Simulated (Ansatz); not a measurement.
Relaxation of Os₄⁺ with UKS PBE-D4/def2-SVP.

```sh
$ ansatz run in.yaml --threads 4 --pin off --events-out ev --progress --plain --max-ram 3916MiB
```

```yaml
crystal:
  periodic: [false, false, false]
  atoms:
    - {symbol: Os, position_ang: [-0.982540, 0.335560, 1.277340]}
    - {symbol: Os, position_ang: [-1.309610, -0.397760, -0.912400]}
    - {symbol: Os, position_ang: [0.982490, -0.332510, -1.278330]}
    - {symbol: Os, position_ang: [1.309660, 0.394710, 0.913390]}
basis:
  gaussian: {orbitals: def2-SVP}
total_charge: 1
magnetization: {spin_polarized: true, initial_magnetization: 1}
hamiltonian: {xc: pbe, dispersion: d4}
scf: {lower_state_search: "off"}
output: {orbitals: {seedname: orbitals}}
relax: {f_tol: 0.02, max_steps: 100}
```

Hardware: 4 threads of Arm Neoverse V1 on a shared host. Wall time 34 s.

Positions (Å) and forces (eV/Å) at steps 1, 2, 3, 4, 5, 6, 7, 8 of 8:

```xyz
4
step=1 energy=-9868.2298 eV
Os   -0.983    0.336    1.277    1.132   -0.353   -1.311
Os   -1.310   -0.398   -0.912    1.454    0.419    0.887
Os    0.982   -0.333   -1.278   -1.159    0.267    1.172
Os    1.310    0.395    0.913   -1.426   -0.333   -0.749
4
step=2 energy=-9868.2621 eV
Os   -0.935    0.317    1.221   -0.915    0.469    1.607
Os   -1.253   -0.378   -0.878   -1.290   -0.507   -1.186
Os    0.934   -0.323   -1.226    0.971   -0.357   -1.423
Os    1.254    0.384    0.882    1.234    0.395    1.002
4
step=3 energy=-9868.3695 eV
Os   -0.957    0.329    1.253    0.041   -0.013   -0.019
Os   -1.271   -0.387   -0.892   -0.064   -0.026   -0.097
Os    0.956   -0.328   -1.256   -0.067   -0.001    0.044
Os    1.271    0.387    0.895    0.090    0.040    0.071
4
step=4 energy=-9868.3695 eV
Os   -0.956    0.329    1.253    0.017   -0.028   -0.049
Os   -1.270   -0.388   -0.892   -0.082   -0.012   -0.060
Os    0.956   -0.328   -1.257   -0.037    0.012    0.089
Os    1.271    0.387    0.897    0.103    0.028    0.020
4
step=5 energy=-9868.3651 eV rejected
Os   -0.947    0.325    1.241   -0.071    0.032    0.106
Os   -1.286   -0.391   -0.903    0.164    0.062    0.166
Os    0.946   -0.326   -1.243    0.139   -0.026   -0.128
Os    1.286    0.393    0.906   -0.232   -0.068   -0.143
4
step=6 energy=-9868.3682 eV rejected
Os   -0.957    0.323    1.248    0.172    0.078    0.089
Os   -1.278   -0.385   -0.894    0.095   -0.066   -0.118
Os    0.956   -0.329   -1.248   -0.126   -0.032   -0.181
Os    1.279    0.391    0.893   -0.142    0.020    0.209
4
step=7 energy=-9868.3705 eV
Os   -0.954    0.328    1.251    0.014   -0.003   -0.009
Os   -1.274   -0.388   -0.895   -0.015   -0.004   -0.014
Os    0.954   -0.328   -1.253   -0.009    0.003    0.017
Os    1.275    0.389    0.898    0.009    0.004    0.006
4
step=8 energy=-9868.3705 eV
Os   -0.954    0.327    1.250    0.002    0.000    0.000
Os   -1.275   -0.388   -0.896   -0.002    0.000    0.000
Os    0.953   -0.328   -1.253    0.002    0.001    0.001
Os    1.275    0.389    0.899   -0.002   -0.001   -0.001
```

In the def2 sets Os takes a core potential; there is no spin–orbit coupling. The charge 1 doublet is spin-contaminated (final ⟨S²⟩ up to 1.86, 0.75 for a pure state). The relaxation made no stability test and no search for a lower SCF solution. The structure comes from a short search, and lower isomers may exist.
